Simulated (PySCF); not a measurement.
SMILES [Si](Cl)(Cl)(Cl)O[Si](Cl)(Cl)Cl (B3LYP/def2-SVP optimised geometry):

```
9

Cl    -0.297    -1.918    -4.207
Si    -1.272    -2.751    -2.611
Cl    -3.230    -3.095    -3.090
Cl    -0.362    -4.510    -2.085
O     -1.225    -1.709    -1.349
Si    -0.676    -0.961     0.000
Cl     1.373    -0.961     0.000
Cl    -1.367    -1.957     1.649
Cl    -1.373     0.961     0.000
```

Method: PySCF with B3LYP/def2-TZVP.

### Question
What are the frontier orbital energies and the dipole moment?

### Answer
HOMO-2 -9.35 eV, HOMO-1 -9.26 eV, HOMO -9.23 eV, LUMO -1.12 eV, LUMO+1 -0.60 eV; dipole moment 0.02 D.

On the same geometry PBE/def2-TZVP in PySCF gives HOMO-2 -8.17 eV, HOMO-1 -8.12 eV, HOMO -8.09 eV, LUMO -1.88 eV, LUMO+1 -1.37 eV; dipole moment 0.03 D.

Meta-Löwdin charges at B3LYP/def2-TZVP: Cl1 -0.25, Si2 1.17, Cl3 -0.25, Cl4 -0.26, O5 -0.83, Si6 1.17, Cl7 -0.26, Cl8 -0.25, Cl9 -0.25.
